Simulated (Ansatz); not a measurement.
Geometry optimisation, RKS B3LYP/def2-SVP (Ansatz).

input.yaml

```yaml
crystal:
  periodic: [false, false, false]
  atoms:
    - { symbol: W, position_ang: [0.0, 0.0, 0.0] }
    - { symbol: H, position_ang: [0.0, 0.0, 1.72] }
    - { symbol: Cl, position_ang: [2.39, 0.0, 0.0] }
    - { symbol: H, position_ang: [0.0, 1.72, 0.0] }
    - { symbol: H, position_ang: [-1.72, 0.0, 0.0] }
    - { symbol: H, position_ang: [0.0, -1.72, 0.0] }
    - { symbol: H, position_ang: [0.0, 0.0, -1.72] }
basis:
  gaussian: { orbitals: def2-SVP }
hamiltonian:
  xc: b3lyp
relax:
  f_tol: 0.02
  max_steps: 40
output:
  orbitals: {}
```

Launched with:

```bash
$ ansatz run input.yaml --threads 1 --pin off --max-ram 2048MiB --backend cpu --events-out ev --progress --plain --runs-dir out
```

Where does it end, and by what steps?

It converged. After 7 steps the energy has fallen by 4.834 eV; H5 moved furthest, 0.54 Å. The start is strongly strained (largest force component 9 eV/Å).

```csv
step,energy less start (eV),largest force component (eV/Å),accepted
0,0.0000,8.863,yes
1,-1.9127,2.995,yes
2,-3.1985,2.961,yes
3,-4.1875,1.894,yes
4,-4.7357,1.327,yes
5,-4.8284,0.325,yes
6,-4.8337,0.051,yes
7,-4.8339,0.007,yes
```

```xyz
7
Properties=species:S:1:pos:R:3
W 0.519 0.000 0.000
H -0.384 0.000 1.423
Cl 2.864 0.000 0.000
H -0.384 1.423 0.000
H -1.178 0.000 0.000
H -0.384 -1.423 0.000
H -0.384 0.000 -1.423
```

Whether the end is a true minimum wasn't checked by a vibrational analysis.

The run took 32 s on 1 thread of Arm Neoverse V1, with other jobs on the host, peak memory 0.14 GiB.
